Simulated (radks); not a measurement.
The numbers below are computed, except where a source is named.
Question: These are the eigenvalues of the occupied orbitals of an atom or ion with whole-number occupations (eV). Level of theory: scalar-relativistic Kohn-Sham, PBE, spin-unpolarised, spherical densities, finite nucleus; Fermi nuclear charge, rms radius of each element as measured or else 0.836 A^(1/3) + 0.57 fm (a radial shooting solver on a logarithmic mesh with Libxc functionals).

orbital  eigenvalue
1s        -73157.26
2s        -13946.33
2p        -12368.04
3s        -4363.454
3p        -3896.716
3d        -3376.836
4s        -1921.589
4p        -1750.737
4d        -1548.422

Which element is it, and in what charge state? The configuration may be excited.

Answer: Z = 75, rhenium, charge +36: Re36+ in [Kr] 4d3. The list shows which subshells hold electrons but not how many an open one holds; the 1s level, -2688.5 hartree, gives Z - s = 73.3 by -(Z - s)^2/2, which with screening and relativity narrows Z to a few neighbours, and the depths of the outer levels then fix element, charge and occupations together.
